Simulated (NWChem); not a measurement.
Si2H4ClF; SMILES F[SiH2][SiH2]Cl

```xyz
8

Si    -0.2365     1.5377     0.4137
F      0.9999     2.1125    -0.4614
Si    -0.8507    -0.6087    -0.3188
Cl     0.6268    -2.0173     0.1255
H      0.1606     1.5047     1.8457
H     -1.4041     2.4465     0.2401
H     -1.0961    -0.6552    -1.7831
H     -2.0933    -1.0207     0.3884
```
Atoms are numbered in this order, from 1.

Coordinates come from a B3LYP/6-31G* (spherical d) optimisation.

### Question
List the 6 lowest vertical singlet excitations from PBE/6-31+G* (spherical d), TDA (NWChem).

### Answer
```tsv
state	energy (eV)	oscillator strength	leading excitation (squared amplitude)
S1	5.45	0.013	HOMO → LUMO (0.97)
S2	5.88	0.003	HOMO−1 → LUMO (0.96)
S3	5.90	0.011	HOMO → LUMO+1 (0.93)
S4	6.34	0.005	HOMO−1 → LUMO+1 (0.98)
S5	6.68	0.005	HOMO−2 → LUMO (0.69)
S6	6.76	0.023	HOMO → LUMO+3 (0.46)
```
